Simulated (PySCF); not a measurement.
Isomers of C5H9ClOSi2, mass 175.988 u with the commonest isotopes. Method used: PBE0/pcSseg-1 in PySCF (dipole) on a GFN2-xTB geometry, gas phase. One conformer each, none proved a minimum here; rigid rotors.

**Question.** Order these by dipole moment, smallest first.
A. `[Cl:1][CH2:2][C:3]#[C:4][C@@H:5]1[CH2:6][SiH2:7][O:8][SiH2:9]1` with C4–C5–C6–Si7 -157°, C5–C6–Si7–O8 24°, C6–Si7–O8–Si9 -6°, Si7–O8–Si9–C5 -10°
B. `[O:1]=[CH:2][C:3]#[C:4][C@:5]([SiH3:6])([Cl:7])[CH2:8][SiH3:9]` with C4–C5–C8–Si9 -58°
C. `[CH3:1][C:2](=[O:3])[Si@@:4]1([Cl:5])[CH:6]=[CH:7][CH2:8][SiH2:9]1` with C1–C2–Si4–Cl5 -11°

**Answer.** C (1.14 D), B (2.58 D), A (2.73 D).

**Question.** Order these by out-of-plane moment Σ m c² = (Ia + Ib − Ic)/2, smallest first.
A. `[CH3:1][C:2](=[O:3])[Si@@:4]1([Cl:5])[CH:6]=[CH:7][CH2:8][SiH2:9]1` with C1–C2–Si4–Cl5 -11°
B. `[Cl:1][CH2:2][C:3]#[C:4][C@@H:5]1[CH2:6][SiH2:7][O:8][SiH2:9]1` with C4–C5–C6–Si7 -157°, C5–C6–Si7–O8 24°, C6–Si7–O8–Si9 -6°, Si7–O8–Si9–C5 -10°
C. `[O:1]=[CH:2][C:3]#[C:4][C@:5]([SiH3:6])([Cl:7])[CH2:8][SiH3:9]` with C4–C5–C8–Si9 -58°

**Answer.** B (31.40 u·Å²), A (130.46 u·Å²), C (141.10 u·Å²).

**Question.** Order these by rotational constant B, smallest first.
A. `[O:1]=[CH:2][C:3]#[C:4][C@:5]([SiH3:6])([Cl:7])[CH2:8][SiH3:9]` with C4–C5–C8–Si9 -58°
B. `[CH3:1][C:2](=[O:3])[Si@@:4]1([Cl:5])[CH:6]=[CH:7][CH2:8][SiH2:9]1` with C1–C2–Si4–Cl5 -11°
C. `[Cl:1][CH2:2][C:3]#[C:4][C@@H:5]1[CH2:6][SiH2:7][O:8][SiH2:9]1` with C4–C5–C6–Si7 -157°, C5–C6–Si7–O8 24°, C6–Si7–O8–Si9 -6°, Si7–O8–Si9–C5 -10°

**Answer.** C (371.4 MHz), A (651.6 MHz), B (792.6 MHz).

```tsv
SMILES	point group	Ia (u·Å²)	Ib (u·Å²)	Ic (u·Å²)	κ	μa (D)	μb (D)	μc (D)
ClCC#C[C@@H]1C[SiH2]O[SiH2]1	C1	195.35	1360.61	1493.16	-0.97	0.97	2.50	0.49
O=CC#C[C@]([SiH3])(Cl)C[SiH3]	C1	508.96	775.58	1002.33	-0.40	2.55	0.17	0.37
CC(=O)[Si@@]1(Cl)C=CC[SiH2]1	C1	397.67	637.59	774.34	-0.55	0.70	0.67	0.60
```
